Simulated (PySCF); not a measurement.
# Orbital picture of HoB

UHF at R = 2.338 Å; Ho x2c-TZVPall, B x2c-TZVPall; spin-free X2C with a Gaussian nucleus (PySCF 2.14). State: septet, about 11.0 electrons in the 4f shell (Mulliken), real f orbitals that mix terms. Only the outer orbitals are listed, counted within each symmetry.

```tsv
spin	orbital	occ.	ε (eV)	on Ho (%)	main shells (%)
α	8π	1	-7.40	14	85 B p, 10 Ho d
α	8π	1	-7.39	14	85 B p, 10 Ho d
α	15σ	1	-5.60	91	71 Ho s, 20 Ho p
α	9π	0	0.69	100	79 Ho p, 22 Ho d
α	9π	0	0.69	100	79 Ho p, 22 Ho d
α	16σ	0	1.09	97	50 Ho d, 42 Ho p
β	13σ	1	-11.81	86	87 Ho f, 12 B s
β	3δ	1	-11.72	100	100 Ho f
β	1φ	1	-11.71	100	100 Ho f
β	7π	1	-11.64	100	100 Ho f
β	14σ	1	-10.41	25	72 B s, 13 Ho f
β	15σ	0	0.28	103	90 Ho s, 9 Ho p
β	7π	0	1.56	97	97 Ho p
β	8π	0	1.56	97	97 Ho p
```

**Question.** Which are the highest filled and the lowest empty level, where do they sit, and how wide is the gap?

**Answer.** Highest filled α 15σ at -5.60 eV (in %: 71 Ho s, 20 Ho p); lowest empty β 15σ at 0.28 eV (in %: 90 Ho s, 9 Ho p); the gap at UHF is 5.88 eV. An empty level above zero is unbound, and its energy depends on the basis.

| Quantity | Value |
| --- | --- |
| bond order (Mayer) | 0.90 |
| ⟨S²⟩ | 12.049 |
| charge on Ho (Mulliken, basis-dependent) | 0.64 |
| charge on Ho (Löwdin, basis-dependent) | 0.38 |
| dipole moment (positive dipole means Ho(−)B(+)) | -2.90 D |
| polarisability along the bond | 169.3 bohr³ |
| polarisability across the bond | 223.7 bohr³ |

Shares are Mulliken populations and can fall outside 0 to 100 %.

Spin–orbit coupling is left out. With d or f electrons several states lie close, and the lowest PBE0 determinant need not be the measured ground state.
